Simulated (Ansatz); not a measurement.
propane (C$_{3}$H$_{8}$), singlet, geometry from GFN2-xTB; BLYP/STO-3G in Ansatz (a quantum-chemistry and plane-wave program).

Ansatz was given this input:
Ansatz 0.2 input:
```yaml
crystal:
  periodic: [false, false, false]
  atoms:
    - {symbol: C, position_ang: [0.00019816, -0.00959544, 0.59262286]}
    - {symbol: C, position_ang: [0.00203840, 1.26473711, -0.24264066]}
    - {symbol: C, position_ang: [-0.00221431, -1.25621880, -0.28345724]}
    - {symbol: H, position_ang: [-0.88125307, -0.01855469, 1.23781232]}
    - {symbol: H, position_ang: [0.88208063, -0.02151901, 1.23717471]}
    - {symbol: H, position_ang: [0.00374846, 2.14435597, 0.39712642]}
    - {symbol: H, position_ang: [-0.00350616, -2.15608872, 0.32749829]}
    - {symbol: H, position_ang: [0.88367895, 1.30120929, -0.87915334]}
    - {symbol: H, position_ang: [-0.87993462, 1.30417409, -0.87851563]}
    - {symbol: H, position_ang: [-0.88428061, -1.27207466, -0.92022745]}
    - {symbol: H, position_ang: [0.87933296, -1.27503946, -0.92086516]}
basis:
  gaussian:
    orbitals: STO-3G
    occupation: {up: {"A1": 6, "A2": 1, "B1": 3, "B2": 3}, down: {"A1": 6, "A2": 1, "B1": 3, "B2": 3}}
hamiltonian:
  xc: blyp
```

It wrote (shortened):

```
Functional definition: BLYP
the irreps are read with x along [1.000, -0.002, -0.000], y along [-0.002, -1.000, -0.016] and z along [-0.000, 0.016, -1.000] of the geometry given
321 factors; integrals over basis functions are off by at most 3.2e-5 eV
mean field evaluation 1: about -3165.0190 eV, gradient 1.5e1 eV
mean field evaluation 2: about -3166.0196 eV, gradient 7.1e-1 eV
mean field evaluation 4: about -3165.9807 eV, gradient 1.1e-1 eV
mean field evaluation 8: about -3165.9808 eV, gradient 4.8e-6 eV
mean field -3165.98082108 eV, -116.3476491958 hartree, gradient 4.8e-6 eV, S^2 0.000000; 0 other end points of the search recorded, 0 dependent functions left out
reference -3165.98104871 eV, -116.3476575612 hartree; 13, 13 occupied and 10, 10 virtual orbitals, 321 factors
Total energy: -3165.98104871 eV, -116.3476575612 hartree
```
